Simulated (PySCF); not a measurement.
**Electron correlation in S²⁺ (sulfur, charge +2)**

[Ne] 3s1 3p3, high-spin 5S determinant (an excited configuration). Calculation: PySCF 2.14, in def2-TZVPPD (6s6p4d1f, 51 functions); the non-relativistic Hamiltonian (point nucleus). Frozen: [Ne]; 4 electrons correlated.

```json
{"level": "CCSD", "correlation energy (mhartree)": "-33.41"}
{"level": "(T)", "correlation energy (mhartree)": "-0.37"}
{"level": "CCSD(T)", "correlation energy (mhartree)": "-33.78"}
```

Diagnostics: T1 = 0.00091, D1 = 0.0019, largest double amplitude 0.046.

Cost of the coupled-cluster step: of the order of 0.8 core-seconds, for 4 correlated electrons.

Iterations:

```
CC2 = 0
CCSD nocc = (np.int64(4), np.int64(0)), nmo = (46, 46)
frozen orbitals [[0, 1, 2, 3, 4], [0, 1, 2, 3, 4]]
max_cycle = 100
direct = 0
conv_tol = 1e-08
conv_tol_normt = 1e-06
diis_space = 8
diis_start_cycle = 0
Init t2, MP2 energy = -0.0247110238966108
Init E_corr(UCCSD) = -0.0247110238968395
cycle = 1  E_corr(UCCSD) = -0.030923467390602  dE = -0.00621244349  norm(t1,t2) = 0.0272254
cycle = 2  E_corr(UCCSD) = -0.0326576602878819  dE = -0.0017341929  norm(t1,t2) = 0.00833525
cycle = 3  E_corr(UCCSD) = -0.0334104491069813  dE = -0.000752788819  norm(t1,t2) = 0.00264452
cycle = 4  E_corr(UCCSD) = -0.0334058180761947  dE = 4.63103079e-06  norm(t1,t2) = 8.85337e-05
cycle = 5  E_corr(UCCSD) = -0.0334059106927417  dE = -9.26165469e-08  norm(t1,t2) = 8.27009e-06
cycle = 6  E_corr(UCCSD) = -0.0334058345871782  dE = 7.61055634e-08  norm(t1,t2) = 7.32204e-07
cycle = 7  E_corr(UCCSD) = -0.0334058643940132  dE = -2.9806835e-08  norm(t1,t2) = 9.0957e-08
cycle = 8  E_corr(UCCSD) = -0.0334058618535785  dE = 2.54043472e-09  norm(t1,t2) = 1.67722e-08
UCCSD converged
E(UCCSD) = -396.1683481178389  E_corr = -0.03340586185357852
UCCSD(T) correction = -0.000369630734832653
```
